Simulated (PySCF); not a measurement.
Input file for PySCF: R-MP2/6-31G* on H4OSi (SMILES O[SiH3]) with ghost functions, monomers drawn apart or pushed together.

```python
from pyscf import gto, scf, dft, mp
from pyscf.data.elements import chemcore

mol = gto.M(
    atom='''
    O    -0.22896866    1.01796661    4.13178665
    Si   -0.51141861   -0.46444545    4.82553680
    H     0.32934585    1.64192104    4.60228466
    H     0.72451990   -1.27887166    4.88672072
    H    -1.51524715   -1.11978976    3.96786570
    H    -1.03700817   -0.30380581    6.20335604
    ghost-S    0.45933343   -0.12802745   -0.02943254
    ghost-H    0.27056481    0.59534090    1.08954442
    ghost-H   -0.85836715   -0.21638356   -0.26958854
    ''',
    basis='6-31g*',
    cart=True,
    charge=0, spin=0, verbose=3, max_memory=1800)
mf = scf.RHF(mol)
mf.conv_tol = 1e-8
mf.max_cycle = 100
mf.kernel()
if not mf.converged:
    mf = mf.newton().run(mf.mo_coeff, mf.mo_occ)
pt = mp.MP2(mf, frozen=chemcore(mol)).run()
```

**Question.** Predict the final total energy.

**Answer.** -366.3907 hartree.
